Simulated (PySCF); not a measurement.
## A small calculation by hand: chemical shift, span and skew from a shielding tensor

B(H)(vinyl)(OH) (C2H5BO), SMILES OBC=C. Atoms are numbered in the order given.

```xyz
9

B      0.4622    -0.6240     0.0000
H      1.6713    -0.5355     0.0000
C     -0.4273     0.6544     0.0000
C      0.1173     1.8801     0.0000
H     -1.5255     0.5838     0.0000
H     -0.4811     2.7978     0.0000
H      1.2056     2.0091     0.0000
O     -0.0397    -1.8799     0.0000
H     -1.0031    -1.9025     0.0000
```
Charge 0, spin multiplicity 1.

The structure is a stationary point at PBE0-D3(BJ)/def2-SVP. Other conformers were not sampled.

GIAO shieldings from KT2/pcSseg-1 (PySCF), non-relativistic, no solvent. The symmetric part of the tensor of C3 has the principal values -57.6, 38.7, 158.2 ppm. The same nucleus in TMS has σ = 185.1 ppm at this level (PySCF, at its B3LYP-D3(BJ)/def2-TZVP geometry).

Problem. Work out the isotropic shielding, the ¹³C shift against TMS, the span and the skew.

Solution. 
σ(iso) = (σ11 + σ22 + σ33)/3 = 46.4 ppm. δ = σ(ref) − σ(iso) = 185.1 − (46.4) = 138.7 ppm.
Span Ω = σ33 − σ11 = 215.8 ppm. Skew κ = 3(σ(iso) − σ22)/Ω = 0.11. Tumbling in solution averages the tensor to δ; in a static solid the shielding alone would spread this spin-1/2 line over Ω.
